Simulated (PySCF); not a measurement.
PySCF input:

```python
from pyscf import gto, scf, dft

mol = gto.M(
    atom='''
    Se   -1.69319154    0.06242990   -0.02419136
    C    -0.00077143   -0.22172457    0.47130751
    Se    1.69332767   -0.02330204   -0.05898055
    ''',
    basis='def2-tzvpd',
    charge=-1,
    spin=1,
    verbose=4,
)

mf = dft.UKS(mol, xc='bp86').density_fit(auxbasis='def2-universal-jkfit')
mf.grids.level = 3
mf.conv_tol = 1e-9
mf.max_cycle = 100
mf.max_memory = 1500
mf.kernel()
if not mf.converged:
    mf = mf.newton()
    mf.kernel(mf.make_rdm1())
for _ in range(2):
    mo, _, stable, _ = mf.stability(return_status=True)
    if stable:
        break
    mf.kernel(mf.make_rdm1(mo, mf.mo_occ))
mf.analyze()
```

### Question
Predict the final energy.

### Answer
-4841.80051 Eh (BP86/def2-TZVPD).
